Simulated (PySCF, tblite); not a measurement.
Compound: C3H4O4Si.
InChI=1S/C3H4O4Si/c1-8-6-2(4)3(5)7-8/h8H,1H3

Computed, not measured: B3LYP/def2-SVPD in PySCF (dipole) on a GFN2-xTB geometry, gas phase.

Take the most abundant isotopes and a rigid rotor. 

Give the principal moments of inertia and the rotational constants in MHz.

Ia = 158.96, Ib = 339.10, Ic = 444.85 u·Å²; 505379 MHz·u·Å²/I gives A = 3179, B = 1490, C = 1136 MHz.

Classify the top.

An asymmetric top: κ = (2 × 1490 − 3179 − 1136)/(3179 − 1136) = -0.65.

What does the inertial defect say?

Not planar: Δ = Ic − Ia − Ib = -53.20 u·Å². For a rigid frame Δ = −2 Σ m c², so Σ m c² = 26.60 u·Å² lies off the ab plane: 8.29 from hydrogen and 18.31 from heavier atoms. The atom farthest from that plane is 1.88 Å away.

Give the coordinates in the principal-axis frame, origin at the centre of mass.

The sense of each axis is arbitrary; atoms in the order of the calculation.
```json
{"atom": "C1", "mass (u)": "12.000", "a (Å)": "-2.659", "b (Å)": "0.000", "c (Å)": "-0.868"}
{"atom": "Si2", "mass (u)": "27.977", "a (Å)": "-1.331", "b (Å)": "-0.001", "c (Å)": "0.466"}
{"atom": "O3", "mass (u)": "15.995", "a (Å)": "-0.222", "b (Å)": "1.216", "c (Å)": "0.218"}
{"atom": "C4", "mass (u)": "12.000", "a (Å)": "1.011", "b (Å)": "0.772", "c (Å)": "-0.033"}
{"atom": "O5", "mass (u)": "15.995", "a (Å)": "1.954", "b (Å)": "1.471", "c (Å)": "-0.226"}
{"atom": "C6", "mass (u)": "12.000", "a (Å)": "1.012", "b (Å)": "-0.772", "c (Å)": "-0.033"}
{"atom": "O7", "mass (u)": "15.995", "a (Å)": "1.956", "b (Å)": "-1.470", "c (Å)": "-0.227"}
{"atom": "O8", "mass (u)": "15.995", "a (Å)": "-0.222", "b (Å)": "-1.217", "c (Å)": "0.217"}
{"atom": "H9", "mass (u)": "1.008", "a (Å)": "-3.293", "b (Å)": "0.876", "c (Å)": "-0.777"}
{"atom": "H10", "mass (u)": "1.008", "a (Å)": "-2.231", "b (Å)": "-0.001", "c (Å)": "-1.870"}
{"atom": "H11", "mass (u)": "1.008", "a (Å)": "-3.293", "b (Å)": "-0.875", "c (Å)": "-0.774"}
{"atom": "H12", "mass (u)": "1.008", "a (Å)": "-1.664", "b (Å)": "0.000", "c (Å)": "1.878"}
```

Where do the levels up to J = 2 lie, in K?

Above 0(0,0), as E/k:
J = 1: 1(0,1) 0.126, 1(1,1) 0.207, 1(1,0) 0.224
J = 2: 2(0,2) 0.376, 2(1,2) 0.442, 2(1,1) 0.493, 2(2,1) 0.736, 2(2,0) 0.739
The levels of one J sum to (2J + 1)J(J + 1)(A + B + C)/3.

Which types of transition are allowed, and where do some lines up to J = 5 fall?

The dipole components are |μa| = 6.40 D, |μb| = 0.00 D, |μc| = 0.49 D; the mirror of this Cs structure is the ac plane, so μb vanishes by symmetry and there are no b-type lines. Intensities carry the squares of the components, which stand as 1.00 : 0.01 (a : c). Some lines, for components of 0.1 D or more:

```csv
type,branch,"J(Ka,Kc)",MHz,lower level (cm⁻¹)
c,Q,"4(1,4) ← 4(0,4)",672,0.853
c,Q,"2(1,2) ← 2(0,2)",1385,0.261
a,R,"2(0,2) ← 1(0,1)",5203,0.088
a,R,"2(1,1) ← 1(1,0)",5607,0.156
c,R,"2(1,1) ← 1(0,1)",7650,0.088
c,Q,"5(3,3) ← 5(2,3)",8242,1.608
a,R,"4(3,2) ← 3(3,1)",10594,1.087
a,R,"4(2,2) ← 3(2,1)",10917,0.783
c,R,"3(2,1) ← 2(1,1)",13190,0.343
a,R,"5(3,2) ← 4(3,1)",13353,1.441
c,R,"4(4,1) ← 3(3,1)",23578,1.087
```

Estimate the classical rotational partition function at 50 K, 100 K and 500 K.

Point group Cs, symmetry number σ = 1; q = (√π/σ)·√((kT/h)³/(ABC)), k/h = 20836.6 MHz/K: 25700 at 50 K, 72700 at 100 K, 812000 at 500 K.

Its GFN2-xTB frequencies are all real (lowest 68 cm⁻¹). These are rigid-rotor constants of the computed structure; measured ground-state constants (B0) also hold zero-point vibration. A rigid rotor knows nothing of internal rotation, which can split or shift real lines.
